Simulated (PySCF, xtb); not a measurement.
Si(Cl)3(SMe) (CH3Cl3SSi), SMILES CS[Si](Cl)(Cl)Cl. Other conformers were not sampled.

Harmonic wavenumbers (cm⁻¹) from GFN2-xTB (xtb) at its own minimum, in rising order: 40, 93, 110, 134, 135, 169, 171, 229, 369, 497, 522, 535, 716, 947, 958, 1318, 1442, 1449, 3041, 3050, 3069.

**Question.** What does PBE-D3(BJ)/def2-SVP run with PySCF 2.14.0 give at its own minimum? (An estimate is asked for; the answer gives what the named calculation found.)

**Answer.** 57, 108, 127, 141, 161, 197, 200, 252, 390, 581, 593, 610, 685, 935, 943, 1278, 1392, 1406, 2988, 3102, 3109. Paired by order, the mean absolute difference is 36 cm⁻¹ and the zero-point energies are 27.2 and 27.5 kcal/mol.
